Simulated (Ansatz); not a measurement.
Total energies of GaH2(OMe) (CH₅GaO) from Ansatz at PBE-D4/def2-TZVP, gas phase (1 Eh = 27.2114 eV = 2625.5 kJ/mol). The reference geometry is relaxed at B3LYP-D4/def2-TZVP.

```xyz
8

Ga   -0.6894    0.7104    1.2625
H    -2.0885    0.5976    0.5695
H    -0.2904    1.3076    2.6420
O     0.6978    0.0519    0.3391
C     0.6021   -0.5423   -0.9389
H     0.9916   -1.5645   -0.9011
H     1.2041    0.0234   -1.6569
H    -0.4274   -0.5841   -1.3163
```

| state | geometry | energy (Eh) |
| --- | --- | --- |
| charge 0 singlet | reference | -2040.80413 |
| charge 1 doublet | reference | -2040.44069 |
| free Ga atom (doublet) | – | -1924.51515 |
| free H atom (doublet) | – | -0.49962 |
| free O atom (triplet) | – | -75.00967 |
| free C atom (triplet) | – | -37.79597 |

**Question.** Work out the vertical ionisation energy to the doublet.

**Answer.** E(charge 1 doublet) − E(charge 0 singlet) = -2040.44069 − (-2040.80413) = 0.36344 Eh = 9.89 eV. For comparison, −ε of the highest occupied level is 6.40 eV at this level, 3.49 eV less.

**Question.** What is the binding energy per atom against free atoms?

**Answer.** Atoms: 1 × (-1924.51515) + 5 × (-0.49962) + 1 × (-75.00967) + 1 × (-37.79597) = -2039.81889 Eh. Binding: -2039.81889 − (-2040.80413) = 0.98524 Eh = 26.81 eV, or 3.35 eV for each of 8 atoms (no zero-point energy, no counterpoise term).

At PBE-D4/def2-TZVP the gap within one spin of the charge 1 doublet nearly closes, so an electron or hole may be smeared out by delocalisation error.
